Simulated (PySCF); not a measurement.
## Basis and Hamiltonian dependence of the ionisation energy of Cl²⁺

Cl²⁺ [Ne] 3s2 3p3 (4S) → Cl³⁺ [Ne] 3s2 3p2 (3P). All values are computed (PySCF 2.14, energy differences of UHF-based or UKS calculations, no spin-orbit coupling). Values in eV.

```json
{"basis": "cc-pVDZ-DK", "Hamiltonian": "spin-free X2C", "functions": "18", "UHF": "38.953", "PBE": "n/a", "PBE0": "39.666", "MP2 (valence)": "39.378", "CCSD(T) (valence)": "39.293", "CCSD(T) (valence and next inner shell)": "n/a"}
{"basis": "x2c-SVPall", "Hamiltonian": "spin-free X2C", "functions": "18", "UHF": "38.917", "PBE": "n/a", "PBE0": "39.610", "MP2 (valence)": "39.346", "CCSD(T) (valence)": "39.260", "CCSD(T) (valence and next inner shell)": "n/a"}
{"basis": "jorge-DZP-DKH", "Hamiltonian": "spin-free X2C", "functions": "24", "UHF": "38.972", "PBE": "n/a", "PBE0": "n/a", "MP2 (valence)": "39.435", "CCSD(T) (valence)": "39.354", "CCSD(T) (valence and next inner shell)": "n/a"}
{"basis": "Sapporo-DZP-2012", "Hamiltonian": "spin-free X2C", "functions": "27", "UHF": "39.115", "PBE": "n/a", "PBE0": "n/a", "MP2 (valence)": "39.600", "CCSD(T) (valence)": "39.537", "CCSD(T) (valence and next inner shell)": "n/a"}
{"basis": "def2-TZVP", "Hamiltonian": "non-relativistic", "functions": "37", "UHF": "38.956", "PBE": "n/a", "PBE0": "n/a", "MP2 (valence)": "39.584", "CCSD(T) (valence)": "39.550", "CCSD(T) (valence and next inner shell)": "n/a"}
{"basis": "aug-cc-pV(T+d)Z", "Hamiltonian": "non-relativistic", "functions": "55", "UHF": "38.963", "PBE": "39.584", "PBE0": "39.667", "MP2 (valence)": "39.613", "CCSD(T) (valence)": "39.577", "CCSD(T) (valence and next inner shell)": "n/a"}
{"basis": "aug-cc-pwCVTZ", "Hamiltonian": "non-relativistic", "functions": "75", "UHF": "38.961", "PBE": "39.582", "PBE0": "39.664", "MP2 (valence)": "39.623", "CCSD(T) (valence)": "39.587", "CCSD(T) (valence and next inner shell)": "39.623"}
{"basis": "x2c-QZVPPall with one added diffuse shell each of s, p, d, f type", "Hamiltonian": "spin-free X2C", "functions": "86", "UHF": "38.955", "PBE": "39.570", "PBE0": "39.654", "MP2 (valence)": "39.657", "CCSD(T) (valence)": "39.620", "CCSD(T) (valence and next inner shell)": "39.631"}
{"basis": "aug-cc-pV(Q+d)Z", "Hamiltonian": "non-relativistic", "functions": "89", "UHF": "38.964", "PBE": "39.584", "PBE0": "39.666", "MP2 (valence)": "39.664", "CCSD(T) (valence)": "39.625", "CCSD(T) (valence and next inner shell)": "n/a"}
{"basis": "aug-cc-pCVTZ-DK with one added diffuse shell each of s, p, d, f type", "Hamiltonian": "spin-free X2C", "functions": "91", "UHF": "38.958", "PBE": "39.576", "PBE0": "39.659", "MP2 (valence)": "39.616", "CCSD(T) (valence)": "39.582", "CCSD(T) (valence and next inner shell)": "39.611"}
{"basis": "dyall-acv3z", "Hamiltonian": "spin-free X2C", "functions": "113", "UHF": "38.956", "PBE": "39.571", "PBE0": "39.653", "MP2 (valence)": "39.623", "CCSD(T) (valence)": "39.589", "CCSD(T) (valence and next inner shell)": "n/a"}
{"basis": "aug-cc-pV(Q+d)Z with one added diffuse shell each of s, p, d, f, g type", "Hamiltonian": "non-relativistic", "functions": "114", "UHF": "38.963", "PBE": "39.584", "PBE0": "39.666", "MP2 (valence)": "39.665", "CCSD(T) (valence)": "n/a", "CCSD(T) (valence and next inner shell)": "n/a"}
{"basis": "aug-cc-pCVQZ-DK", "Hamiltonian": "spin-free X2C", "functions": "134", "UHF": "38.955", "PBE": "39.571", "PBE0": "39.654", "MP2 (valence)": "39.662", "CCSD(T) (valence)": "n/a", "CCSD(T) (valence and next inner shell)": "n/a"}
```

**Question.** Estimate the row for ANO-RCC-VTZP (spin-free X2C, 34 functions).

**Answer.** From the rows with the same Hamiltonian and similar size; the calculation gives UHF 38.97; PBE 39.59; PBE0 39.67; MP2 (valence) 39.61; CCSD(T) (valence) 39.58; CCSD(T) (valence and next inner shell) 39.57 (eV).

Extrapolation of CCSD(T) (valence) from aug-cc-pV(T+d)Z and aug-cc-pV(Q+d)Z: the correlation parts are 0.614 and 0.662 eV; with the X⁻³ form and unrounded values, (4³ × 0.662 − 3³ × 0.614)/(4³ − 3³) = 0.697 eV, and adding the Hartree-Fock value 38.964 eV of the larger basis gives 39.660 eV.

Frozen in the all-electron rows: valence: [Ne]; valence and next inner shell: 1s2.

Between the lowest levels the reference is 39.8 ± 0.11 eV (semi-empirical (NIST evaluation); NIST Atomic Spectra Database, ionization energies); it includes spin-orbit coupling, which these numbers lack.
